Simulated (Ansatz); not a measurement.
Compare A (`[OH][GeH]1[O]C[S]1`) with its isomer B (`[OH][Ge]1([SH])[CH2][O]1`).

Gas-phase electronic energies from Ansatz, PBE0-D4/def2-TZVP geometries. CCSD(T)/CBS is the MP2 limit (def2-TZVPP, def2-QZVPP) plus CCSD(T) − MP2 in def2-TZVPP, frozen cores. DFT in def2-TZVPP. B3LYP here is the variant with VWN-RPA as its local correlation; programs differ in this. For Ge outer-core shells are correlated without core-valence functions, which leaves a few kJ/mol of doubt a bond. Scalar relativity is left out up to krypton. One conformer a species, not always the lowest.

Task: Which isomer does CCSD(T)/CBS put lower? Give the gap. (Best estimate.)

Result: The calculation gave: A, by 24.3 kcal/mol.

Task: Give E(B) − E(A) in kcal/mol with MP2/def2-TZVPP, HF/def2-TZVPP, CCSD(T)/def2-TZVPP, r2SCAN-D4, ωB97M-V, B3LYP-D4, B2PLYP. (Best estimate.)

Result: Computed: MP2/def2-TZVPP 24.8, HF/def2-TZVPP 30.0, CCSD(T)/def2-TZVPP 24.6, r2SCAN-D4 23.3, ωB97M-V 25.6, B3LYP-D4 24.0, B2PLYP 24.1. None reverses the order clearly.

Largest T1 diagnostic: 0.013.

In def2-TZVPP, CCSD(T) changes the Hartree–Fock value by −5.4 kcal/mol (the triples alone add −0.7 kcal/mol) and MP2 by −5.3 kcal/mol. From PBE to PBE0 (25 % exact exchange), in def2-TZVPP and without D4, E(B) − E(A) moves by +2.8 kcal/mol.
